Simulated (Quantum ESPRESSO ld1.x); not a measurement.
The numbers below are computed, except where a source is named.
Orbital energies (hartree) of neutral rubidium, [Kr] 5s1: non-relativistic, with first-order perturbation theory as ld1.x prints it (mass-velocity, Darwin and spin-orbit terms), and from the self-consistent Dirac equation with open shells shared by 2j + 1. Spin-unpolarised spherical Kohn-Sham, PW91, point nucleus, ld1.x of Quantum ESPRESSO 7.5.

\begin{tabular}{lrrr}
orbital & non-rel. & first order & Dirac \\ \hline
1s1/2 & -541.881 & -553.968 & -552.361 \\
2s1/2 & -71.3985 & -74.2330 & -73.7763 \\
2p1/2 & -64.8366 & -67.4805 & -66.9233 \\
2p3/2 & -64.8366 & -65.3399 & -64.6883 \\
3s1/2 & -10.5493 & -11.0778 & -10.9466 \\
3p1/2 & -8.1812 & -8.6299 & -8.4913 \\
3p3/2 & -8.1812 & -8.3105 & -8.1554 \\
3d3/2 & -3.9111 & -3.9932 & -3.8573 \\
3d5/2 & -3.9111 & -3.9358 & -3.8002 \\
4s1/2 & -1.1353 & -1.2053 & -1.1743 \\
4p1/2 & -0.5917 & -0.6365 & -0.6106 \\
4p3/2 & -0.5917 & -0.6054 & -0.5782 \\
5s1/2 & -0.0812 & -0.0854 & -0.0824 \\
\end{tabular}

First order keeps the non-relativistic potential frozen, so it lacks the indirect effect: the contracted s and p shells screen the nucleus better and push d and f levels up in the self-consistent Dirac solution.
